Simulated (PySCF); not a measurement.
C4H5FSi, SMILES C#C/C(F)=C/[SiH3].

Coordinates come from a PBE0-D3(BJ)/def2-SVP optimisation. The structure was generated by enumeration; whether it is a known compound was not checked.

The numbers are results of PBE/def2-TZVP (PySCF), not measurements.

Symmetry labels are those of the subgroup Cs that the program uses (full group Cs).

Computed valence orbital energies around the gap with their symmetry:
```json
[
 {"orbital": "HOMO−7", "symmetry": "A\"", "energy (eV)": "-11.69"},
 {"orbital": "HOMO−6", "symmetry": "A'", "energy (eV)": "-9.57"},
 {"orbital": "HOMO−5", "symmetry": "A'", "energy (eV)": "-8.75"},
 {"orbital": "HOMO−4", "symmetry": "A\"", "energy (eV)": "-8.61"},
 {"orbital": "HOMO−3", "symmetry": "A'", "energy (eV)": "-8.34"},
 {"orbital": "HOMO−2", "symmetry": "A\"", "energy (eV)": "-8.16"},
 {"orbital": "HOMO−1", "symmetry": "A'", "energy (eV)": "-7.42"},
 {"orbital": "HOMO", "symmetry": "A\"", "energy (eV)": "-6.34"},
 {"orbital": "LUMO", "symmetry": "A\"", "energy (eV)": "-2.44"},
 {"orbital": "LUMO+1", "symmetry": "A'", "energy (eV)": "-1.00"},
 {"orbital": "LUMO+2", "symmetry": "A'", "energy (eV)": "0.03"},
 {"orbital": "LUMO+3", "symmetry": "A'", "energy (eV)": "0.52"}
]
```
